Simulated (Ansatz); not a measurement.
Ideal-gas functions of CH4F2SSi (`CS[SiH](F)F`) at 600 K and 1 bar, from an Ansatz frequency run at PBE0-D4/def2-TZVP.

Molar mass 114.19 g/mol, point group Cs (symmetry number 1), electronic degeneracy 1, moments of inertia 110.849, 234.976, 247.217 u Å². Harmonic wavenumbers (cm⁻¹, unscaled): 49, 106, 131, 228, 303, 387, 531, 718, 808, 823, 888, 940, 976, 993, 1351, 1470, 1477, 2305, 3077, 3174, 3175.

Use S(trans) = R[1.5 ln M + 2.5 ln T − 1.1517]; rotational temperatures θ = 24.2544 K / I; S(rot) = R[ln(√π/σ · √(T³/θAθBθC)) + 1.5]; for each mode x = 1.438777 ν̃/T, S = R[x/(eˣ − 1) − ln(1 − e⁻ˣ)] and H = RT x/(eˣ − 1); 1 cm⁻¹ = 0.0119627 kJ/mol; R = 8.31446 J/(mol·K).

Q: By hand: the entropy, in J/(mol·K).

A: Translation 182.5. Rotation: θ = 0.2188, 0.1032, 0.0981 K, giving 122.4. Vibration, mode by mode: 26.12, 19.73, 17.98, 13.44, 11.15, 9.23, 6.85, 4.75, 4.00, 3.89, 3.44, 3.12, 2.92, 2.82, 1.43, 1.14, 1.12, 0.22, 0.04, 0.04, 0.04, in all 133.5. Electronic 0.0. Sum 438.4 J/(mol·K).

Q: By hand: H − E and G − E in kJ/mol, counted from the electronic energy.

A: Zero-point energy ½ × 23910 × 0.0119627 = 143.0; thermal vibration 38.1; translation, rotation and pV give 4 RT = 20.0. H − E = 201.1 kJ/mol, and G − E = 201.1 − 600 × 438.4/1000 = -61.9 kJ/mol.

Vibration gives 30 % of the entropy, 63.8 J/(mol·K) of it from the modes under 150 cm⁻¹: soft modes count most, and the harmonic formula is weakest for them. The sum counts one conformer and one mirror image; others add a mixing term.
